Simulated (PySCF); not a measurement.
A structure optimised at PBE0-D3(BJ)/def2-SVP, used in a PySCF frequency run:

```xyz
14

C     -2.1620     0.4338     0.0000
Si    -0.3202     0.0717     0.0000
Si     0.3541    -1.0553    -1.9414
Si     0.3541    -1.0553     1.9414
Cl     0.7153     1.8966     0.0000
H     -2.7336    -0.5080     0.0000
H     -2.4413     1.0132     0.8930
H     -2.4413     1.0132    -0.8930
H      1.8330    -1.2661    -1.9165
H     -0.3236    -2.3881    -2.0220
H     -0.0108    -0.2542    -3.1504
H     -0.3236    -2.3881     2.0220
H     -0.0108    -0.2542     3.1504
H      1.8330    -1.2661     1.9165
```

Write its SMILES, formula and point group.

C[Si]([SiH3])([SiH3])Cl, CH₉ClSi₃, Cs

What are its rotational constants (standard atomic weights)?

1.5812, 1.4085, 1.1016 GHz
